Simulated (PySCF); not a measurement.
Structure problem from calculated spectra and properties.

Elements present: C, F, H and P. Monoisotopic mass: 156.0504 u.

- Triplet: lowest triplet excitation (Tamm–Dancoff): 3.03 eV [TDA CAM-B3LYP/def2-SVPD]
- 13C NMR: chemical shifts (computed TMS as zero) by class: 213.4 (1 C), 205.6 (1 C), 142.1 (1 C), 135.9 (1 C), 128.1 (1 C), 37.9 (1 C), 28.6 (2 C) ppm [GIAO HF/pcSseg-1]
- Rotational structure: rotational constants A, B, C: 2.072, 0.786, 0.649 GHz [PBE0-D3(BJ)/def2-SVP]
- 1H NMR: chemical shifts (computed TMS as zero) by class: 7.76 (1 H), 7.67 (1 H), 7.61 (1 H), 2.48 (1 H), 1.44 (6 H) ppm [GIAO HF/pcSseg-1]
- Valence photoelectron: vertical ionisation energy: 8.81 eV [ΔSCF CAM-B3LYP/def2-SVPD]
- Dipole: 2.74 D [CAM-B3LYP/def2-SVPD]

The electronic properties come from PySCF, for the isolated species, density fitting. Levels stand in brackets. Geometry: PBE0-D3(BJ)/def2-SVP, one conformer, isolated molecule. NMR values are class means; diastereotopic atoms form classes of their own.

Task: Which formula fits the mass and the elements?

Result: C8H10FP (calculated 156.0504). No other formula that holds each of these elements comes within 0.0003 u with a fitting electron parity and a possible valence count.

Task: Propose a structure and show how it fits.

Result: Numbering: `[CH3:1][CH:2]([CH3:3])[c:4]1[cH:5][cH:6][cH:7][c:8]([F:9])[p:10]1`. 8 carbons fall into 7 classes; from least to most shielded: aromatic C–F carbon [C8] (213.4 ppm), substituted aromatic carbon [C4] (205.6 ppm), aromatic CH carbon [C6] (142.1 ppm), aromatic CH carbon [C5] (135.9 ppm), aromatic CH carbon [C7] (128.1 ppm), benzylic-type carbon [C2] (37.9 ppm), methyl carbon [C1/C3] (28.6 ppm, 2 C). Hydrogen classes from least to most shielded: 1 H on an aromatic CH carbon, C6 (7.76 ppm), 1 H on an aromatic CH carbon, C7 (7.67 ppm), 1 H on an aromatic CH carbon, C5 (7.61 ppm), 1 H on a benzylic-type carbon, C2 (2.48 ppm), 6 H on 2 methyl carbons, C1/C3 (1.44 ppm). The first electron is taken from the HOMO, whose largest Löwdin shares are 0.32 on the phosphorus bonded to 2 C, 0.16 on an aromatic CH carbon, 0.16 on the aromatic C–F carbon and 0.12 on the substituted aromatic carbon. By its constants the optimised geometry is an asymmetric top. Structure: `C(C)(C)c1pc(ccc1)F`. Computed isomers that give other values at the same levels: `CCPc1ccc(F)cc1` (rotational constant A: 3.279 GHz; this holds for the one conformer computed). The assignments are read from this structure; whether some other isomer fits the data as well wasn't checked.

Conformer computed: `[CH3:1][CH:2]([CH3:3])[c:4]1[cH:5][cH:6][cH:7][c:8]([F:9])[p:10]1`: C1–C2–C4–C5 -114°.
